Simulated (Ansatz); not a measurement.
The first iterations of a band of ClGaH₆Si (9 atoms, charge 0, multiplicity 1).

Theory: RKS r2SCANh/def2-mTZVP (Ansatz 0.2.0).

* movable images: 5
* climbing image: yes
* spring: 5.0 eV/Å²
* optimiser: fire
* start path: through a guess of the saddle point
* force threshold: 0.05 eV/Å
* iteration limit: 60
* end points: relaxed
* largest step: 0.5 Å

Image 0:

```xyz
9
Properties=species:S:1:pos:R:3
Ga -0.763 -0.689 -0.802
Si 0.573 -0.486 1.191
H -0.055 -1.064 -2.153
H -2.329 -0.699 -0.742
H 0.564 2.195 -1.120
Cl -0.709 2.019 -1.293
H 1.733 0.426 0.939
H -0.164 0.085 2.353
H 1.151 -1.788 1.627
```

Image 6:

```xyz
9
Properties=species:S:1:pos:R:3
Ga -1.034 -0.054 -1.555
Si 0.882 -0.121 1.354
H 0.088 -0.849 -2.281
H -2.236 -0.599 -0.734
H 0.125 0.326 0.137
Cl -1.138 2.054 -2.053
H 2.238 0.462 1.262
H 0.147 0.380 2.535
H 0.928 -1.599 1.335
```

| iteration | highest image above the first end (eV) | largest band force component (eV/Å) |
| --- | --- | --- |
| 1 | 0.573 | 3.280 |
| 2 | 0.536 | 1.116 |
| 3 | 0.509 | 0.964 |
| 4 | 0.465 | 0.665 |
| 5 | 0.452 | 0.578 |
| 6 | 0.432 | 0.421 |
| 7 | 0.421 | 0.411 |
| 8 | 0.427 | 0.406 |
| 9 | 0.445 | 0.344 |
| 10 | 0.446 | 0.310 |
| 11 | 0.447 | 0.302 |
| 12 | 0.446 | 0.291 |

Task: Does the band converge within its limit, and where does its top end?

Result: The run converged. It ended after 36 iterations with the highest image 0.402 eV above the first end. Another band between the same ends (5 images) ends at a top of the same energy, where a vibrational analysis finds 1 clearly imaginary mode. The orbitals stay closed-shell, which can raise the energy where a bond breaks towards radicals; this wasn't checked here.

The run took 11 min on 4 threads of Arm Neoverse N1, on a shared host, peak memory 0.25 GiB.
